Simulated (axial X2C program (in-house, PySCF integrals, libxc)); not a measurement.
# Bond lengths and stretching modes, held linear, of NSeO⁺

Computed with an axial X2C code built on PySCF integrals: two-component X2C with atomic mean-field Coulomb and Gaunt terms, Gaussian nuclei, basis N dyall-av3z, Se dyall-v3z, O dyall-av3z with contracted cores. Spin-free rows use the one-electron spin-free X2C Hamiltonian.

Masses N 14.003, Se 79.917, O 15.995 u. States: 2c Ω = 0 (all partner blocks equally filled); spin-free M_S = 0, Λ = 0 (closed shell).

B3LYP, spin-free: energies above the lowest point

| r(N–Se) (Å) | r(Se–O) (Å) | E (meV) |
| --- | --- | --- |
| 1.5464 | 1.5454 | 143.11 |
| 1.5464 | 1.5850 | 73.30 |
| 1.5464 | 1.6246 | 80.35 |
| 1.5860 | 1.5454 | 68.64 |
| 1.5860 | 1.5850 | 0.00 |
| 1.5860 | 1.6246 | 8.56 |
| 1.5860 | 1.6643 | 76.13 |
| 1.6257 | 1.5454 | 77.66 |
| 1.6257 | 1.5850 | 10.51 |
| 1.6257 | 1.6246 | 20.90 |
| 1.6653 | 1.5850 | 86.13 |
| 1.6653 | 1.6643 | 170.80 |

Problem. Fit a quadratic surface with cubic terms in each bond: where is the minimum, and what are the two stretching wavenumbers?

Solution. At B3LYP, spin-free: bonds 1.600 and 1.599 Å; harmonic stretches 922.4 and 1091.4 cm⁻¹; force constants 7.92, 7.24 and coupling 0.19 mdyn/Å.

The other levels and Hamiltonians give:

```csv
Hamiltonian,level,r(N–Se) (Å),r(Se–O) (Å),lower stretch (cm⁻¹),upper stretch (cm⁻¹)
2c,PBE0,1.586,1.583,966.0,1144.9
2c,HF,1.537,1.556,904.8,1240.3
2c,B3LYP,1.600,1.599,921.7,1090.6
spin-free,PBE0,1.586,1.583,966.7,1145.7
```

Each state is one determinant, the lowest of a limited PBE0 search; the stretches come from a fit to these few points and carry an uncertainty of a few per cent. Other orders of the atoms were not compared. Left out for rough or failed fits: MP2 2c, HF spin-free, MP2 spin-free. The molecule was held linear; bending was not examined, so a bent shape may lie lower.
